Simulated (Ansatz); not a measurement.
```yaml
crystal:
  periodic: [false, false, false]
  atoms:
    - {symbol: B, position_ang: [0.393626, 0.875423, -1.559494]}
    - {symbol: C, position_ang: [0.528343, -0.183963, 0.026124]}
    - {symbol: F, position_ang: [2.099905, -0.874397, 0.341381]}
    - {symbol: C, position_ang: [-0.887924, -1.183880, 0.733299]}
    - {symbol: C, position_ang: [-0.483183, 0.120123, 1.572119]}
    - {symbol: H, position_ang: [-0.929247, 1.491865, -1.876196]}
    - {symbol: H, position_ang: [1.567166, 1.084392, -2.456403]}
    - {symbol: H, position_ang: [-1.592584, -2.315725, 0.555451]}
    - {symbol: H, position_ang: [-0.585479, 0.928285, 2.642467]}
basis:
  gaussian: {orbitals: aug-cc-pVTZ}
hamiltonian: {xc: {name: wB97M-V}}
accuracy: high
outputs: {forces: true}
output: {forces: true}
```

```sh
$ ansatz run in.yaml --threads 2 --pin off --events-out ev --progress --plain --max-ram 4352MiB
```

Output, abridged:

```
Error: YAML parse error: error: line 17 column 1: unknown field `outputs`, expected one of crystal, accuracy, basis, kpoints, hamiltonian, magnetization, projection, total_charge, correlation, batch, efield, external_charges, scf, relax, neb, saddle, md, ramp, phonons, dielectric, real_time, elastic, magnetic_configurations, gw, evaluate, workflow, output, checkpoint, execution
15 | hamiltonian: {xc: {name: wB97M-V}}
16 | accuracy: high
17 | outputs: {forces: true}
18 | output: {forces: true}
```

Question: Something in this input is off. What?

Answer: The input holds a key that doesn't belong there. The program refused the input.
